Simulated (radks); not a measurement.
Question: These are the eigenvalues of the occupied orbitals of an atom or ion with whole-number occupations (Ry). All-electron calculation, Dirac Kohn-Sham, PBE, spin-unpolarised, spherical densities, finite nucleus; Fermi nuclear charge, rms radius of each element as measured or else 0.836 A^(1/3) + 0.57 fm. Program: a radial shooting solver on a logarithmic mesh with Libxc functionals.

| orbital | eigenvalue |
|---|---|
| 1s1/2 | -4211.515 |
| 2s1/2 | -707.5410 |
| 2p1/2 | -674.0155 |
| 2p3/2 | -606.6280 |
| 3s1/2 | -158.9005 |
| 3p1/2 | -144.1719 |
| 3p3/2 | -130.0182 |
| 3d3/2 | -104.8028 |
| 3d5/2 | -101.7095 |
| 4s1/2 | -31.72860 |
| 4p1/2 | -25.83970 |
| 4p3/2 | -22.65566 |
| 4d3/2 | -12.95918 |
| 4d5/2 | -12.38063 |
| 5s1/2 | -4.29200 |
| 5p1/2 | -2.70734 |
| 5p3/2 | -2.31371 |
| 4f5/2 | -0.75835 |
| 4f7/2 | -0.67869 |
| 6s1/2 | -0.66562 |

Which element is it, and in what charge state? The configuration may be excited. Open shells, if any, are shared by 2j + 1.

Answer: Z = 68, erbium, charge +1: Er+ in [Xe] 4f12 6s1. The list shows which subshells hold electrons but not how many an open one holds; the 1s level, -2105.8 hartree, gives Z - s = 64.9 by -(Z - s)^2/2, which with screening and relativity narrows Z to a few neighbours, and the depths of the outer levels then fix element, charge and occupations together.
